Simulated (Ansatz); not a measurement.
C₃H₉Si, SMILES C[Si](C)C, multiplicity 2.

Geometry: r2SCAN-D4/def2-SVP.

Two levels are set side by side: PBE/def2-TZVPD (Ansatz, an electronic-structure program) and PBE0/def2-TZVPD (Ansatz). Energy differences of separate SCF runs at the same geometry; the states with an electron removed or added have multiplicity 1 and 1. Differences are taken from unrounded values.

```json
[
 {"quantity": "vertical ionisation energy (eV)", "PBE": "7.18"}
]
```

Task: These are the PBE values. What does PBE0 give? (An estimate is asked for; the answer gives what the named calculation found.)

Result: 
```json
[
 {"quantity": "vertical ionisation energy (eV)", "PBE0": "7.31", "PBE minus PBE0": "-0.13"}
]
```

Here PBE gives about what the other level gives.
